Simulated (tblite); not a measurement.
Species: C4H10BF2N.
SMILES with atom numbers: `[CH3:1][NH2+:2][BH2-:3][C@@H:4]([F:5])/[CH:6]=[CH:7]/[F:8]` (hydrogens: H9, H10, H11 on C1; H12, H13 on N2; H14, H15 on B3; H16 on C4; H17 on C6; H18 on C7)
Bond orders are those of one Lewis drawing.

Computed with GFN2-xTB (tblite), gas phase: L-BFGS steps from a force-field or distance-geometry start until the largest atomic force falls under 0.01 eV/Å.

Step 65: E = -741.7475 eV
```
atom  x, y, z in Å  |  force x, y, z in eV/Å
C1     -2.9411    0.2671   -0.1582    0.023  -0.010   0.021
N2     -1.6242   -0.3542   -0.0907    0.156  -0.052   0.002
B3     -0.3610    0.6580    0.0414    0.100   0.105   0.001
C4      0.9494   -0.3378    0.1585    0.038   0.005   0.011
F5      0.7655   -1.4822   -0.6598   -0.065  -0.065   0.066
C6      2.2587    0.2911   -0.2081    0.110  -0.034   0.048
C7      3.3371   -0.3956   -0.5409   -0.017   0.027   0.023
F8      4.5038    0.2072   -0.8632   -0.144   0.011   0.005
H9     -3.1369    0.7653    0.7877   -0.070   0.047   0.002
H10    -2.9521    1.0151   -0.9479    0.054  -0.008  -0.001
H11    -3.7176   -0.4712   -0.3566   -0.080  -0.006   0.041
H12    -1.4426   -0.9074   -0.9241    0.044  -0.014  -0.092
H13    -1.5646   -0.9872    0.7024   -0.052  -0.037   0.037
H14    -0.3375    1.3137   -0.9482   -0.038   0.020   0.013
H15    -0.5021    1.2826    1.0488    0.013  -0.025  -0.117
H16     1.0393   -0.7542    1.1753    0.004  -0.056  -0.064
H17     2.2867    1.3678   -0.1945    0.012   0.058   0.030
H18     3.4305   -1.4717   -0.5921   -0.086   0.035  -0.026
```

Step 66: E = -741.7514 eV
```
atom  x, y, z in Å  |  force x, y, z in eV/Å
C1     -2.9375    0.2681   -0.1639    0.029  -0.008   0.005
N2     -1.6222   -0.3572   -0.0900    0.121  -0.037  -0.001
B3     -0.3588    0.6551    0.0452    0.071   0.093  -0.004
C4      0.9529   -0.3378    0.1690    0.004   0.017   0.013
F5      0.7691   -1.4905   -0.6351   -0.062  -0.085   0.027
C6      2.2582    0.2922   -0.2048    0.073   0.008   0.059
C7      3.3319   -0.3937   -0.5504   -0.012  -0.011   0.003
F8      4.4953    0.2081   -0.8804   -0.094   0.028  -0.004
H9     -3.1414    0.7611    0.7825   -0.064   0.046   0.015
H10    -2.9388    1.0221   -0.9480    0.050  -0.009  -0.009
H11    -3.7151   -0.4658   -0.3746   -0.073  -0.009   0.041
H12    -1.4392   -0.9107   -0.9229    0.048  -0.018  -0.082
H13    -1.5705   -0.9889    0.7043   -0.035  -0.047   0.037
H14    -0.3365    1.3101   -0.9445   -0.025   0.020   0.004
H15    -0.5061    1.2797    1.0501    0.016  -0.007  -0.093
H16     1.0446   -0.7452    1.1880    0.009  -0.049  -0.022
H17     2.2853    1.3694   -0.1836    0.020   0.037   0.030
H18     3.4199   -1.4697   -0.6113   -0.077   0.032  -0.021
```

Problem. Estimate the geometry and energy of step 67. (The exact step hangs on the optimiser's Hessian estimate; all steps are aligned on step 66, rigid shifts and turns removed.)

Solution. E = -741.7645 eV, largest force 0.203 eV/Å
```
atom  x, y, z in Å  |  force x, y, z in eV/Å
C1     -2.9200    0.2698   -0.2105    0.003   0.027  -0.047
N2     -1.6107   -0.3698   -0.0868   -0.024  -0.012   0.008
B3     -0.3478    0.6427    0.0799   -0.050   0.051   0.002
C4      0.9706   -0.3350    0.2545   -0.033  -0.047   0.029
F5      0.7850   -1.5543   -0.4476   -0.005   0.039  -0.004
C6      2.2550    0.2956   -0.1807    0.165  -0.116   0.023
C7      3.2960   -0.3872   -0.6281   -0.189   0.020  -0.028
F8      4.4409    0.2111   -1.0221   -0.086   0.044   0.029
H9     -3.1890    0.7219    0.7437   -0.004  -0.033  -0.065
H10    -2.8578    1.0673   -0.9520    0.007  -0.095   0.032
H11    -3.6926   -0.4445   -0.5137    0.075   0.091   0.091
H12    -1.4019   -0.9203   -0.9162    0.037  -0.021  -0.036
H13    -1.6054   -1.0049    0.7072    0.032  -0.038   0.005
H14    -0.3189    1.2970   -0.9101    0.038  -0.001  -0.019
H15    -0.5256    1.2706    1.0733   -0.002   0.047  -0.022
H16     1.0744   -0.6653    1.3009    0.041   0.020  -0.048
H17     2.2874    1.3729   -0.1054    0.054  -0.071   0.025
H18     3.3515   -1.4612   -0.7566   -0.058   0.094   0.025
```

The energy changes by -0.0131 eV. The first-order estimate −F·Δx gives -0.0218 eV and the mean of the old and new forces, exact on a quadratic surface, -0.0111 eV. The step makes an angle of 81° with the force vector and moves no atom by more than 0.199 Å.

The cost below is that of the whole relaxation. The run took 0.89 s of wall time on an Arm Neoverse V1 with one thread (shared host).
